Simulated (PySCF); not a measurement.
# Spin-state energies of [FeF6]4-

The complex [FeF6]4- (charge -4) contains Fe(II), shell d6. The structure is a PBE0-D3(BJ)/def2-SVP, IEF-PCM water geometry optimised for multiplicity 5; coordination octahedral, point group D4h, metal–donor distances 2.06–2.17 Å.

```
7

Fe    0.0000    0.0000    0.0000
F     0.0000    2.1752    0.0000
F     0.0000   -2.1752    0.0000
F     0.0000    0.0000    2.0594
F     0.0000    0.0000   -2.0594
F     2.1752    0.0000    0.0000
F    -2.1752    0.0000    0.0000
```

Method (PySCF 2.14, density fitting): CASSCF(6,5) with orbitals averaged over all microstates of the shell, strongly contracted NEVPT2 on the averaged canonical orbitals; basis x2c-TZVPall on the metal, x2c-SVPall elsewhere; spin-free X2C; IEF-PCM water; spin-orbit coupling by state interaction with the mean-field operator over all roots.

The unrestricted Kohn–Sham energies use the same basis, Hamiltonian, solvent and geometry. All energies are vertical, in cm⁻¹ above the lowest state with 2S+1 = 5; a negative value means that the lower spin is more stable. A dash marks a spin without a sound unrestricted solution.

| method | 2S+1 = 3 | 2S+1 = 1 |
| --- | --- | --- |
| BP86 | – | 12620 |
| TPSSh | – | 14624 |
| B3LYP | – | 15022 |
| PBE0 | – | 19073 |

(1) What do CASSCF and NEVPT2 in the d shell give?

(2) How does exact exchange act on the 2S+1 = 1 state?

The functionals differ in more than their exact exchange.

The active space of the d orbitals alone lacks metal–ligand bonding pairs, which usually tilts NEVPT2 towards high spin.

No frequencies were computed for the optimised geometry.

Answers

(1) 
| method | 2S+1 = 3 | 2S+1 = 1 |
| --- | --- | --- |
| CASSCF | 17994 | 24237 |
| NEVPT2 | 14870 | 19678 |

(2) From BP86 (0 % exact exchange) to PBE0 (25 %) it moves by +6452 cm⁻¹ against the high-spin state, so more exact exchange favours high spin, the usual trend.
